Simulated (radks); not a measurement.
Problem. All-electron atom: Tm+ in [Xe] 4f13 6s1 (the NIST ground configuration). Calculated with a radial shooting solver on a logarithmic mesh with Libxc functionals: Dirac Kohn-Sham, PBE, spin-unpolarised, spherical densities, finite nucleus; open shells are shared between the two j in proportion to 2j + 1; Fermi nuclear charge, rms radius 5.2256 fm. Some entries of the table are withheld. Estimate them.

orbital     occ.  eigenvalue (eV)  <1/r> (bohr^-1)  <r^2> (bohr^2)
1s1/2          2        -59209.63            79.07       0.0005486
2s1/2          2        -9989.602            19.05        0.008457
2p1/2          2        -9523.093            19.03        0.006089
2p3/2          4        -8542.925            16.42        0.007305
3s1/2          2        -2250.158            6.979         0.05571
3p1/2          2        -2044.610            6.895             (1)
3p3/2          4        -1837.636            6.228             (2)
3d3/2          4              (3)            6.114         0.04577
3d5/2          6              (4)            5.952         0.04765
4s1/2          2        -448.5528              (5)          0.2800
4p1/2          2        -365.8470            2.810          0.2920
4p3/2          4        -319.1426            2.578          0.3297
4d3/2          4        -183.0060              (6)          0.3712
4d5/2          6        -174.5102              (7)          0.3862
5s1/2          2         -59.9802            1.084           1.710
5p1/2          2         -37.6997           0.9481             (8)
5p3/2          4         -31.9845           0.8655             (9)
4f5/2    5.57143         -10.4117            1.706          0.8708
4f7/2    7.42857          -9.2147            1.673          0.9326
6s1/2          1          -9.1645           0.3502           14.52
5d3/2          0          -6.7401           0.4811           9.230
5d5/2          0          -6.4571           0.4629           9.914
6p1/2          0          -5.8189             (10)           23.09
6p3/2          0          -5.3825             (11)           26.03

Solution. 
(1) 3p1/2 <r^2> (bohr^2): 0.05147
(2) 3p3/2 <r^2> (bohr^2): 0.05827
(3) 3d3/2 eigenvalue (eV): -1486.578
(4) 3d5/2 eigenvalue (eV): -1441.344
(5) 4s1/2 <1/r> (bohr^-1): 2.919
(6) 4d3/2 <1/r> (bohr^-1): 2.356
(7) 4d5/2 <1/r> (bohr^-1): 2.299
(8) 5p1/2 <r^2> (bohr^2): 2.209
(9) 5p3/2 <r^2> (bohr^2): 2.591
(10) 6p1/2 <1/r> (bohr^-1): 0.2754
(11) 6p3/2 <1/r> (bohr^-1): 0.2586
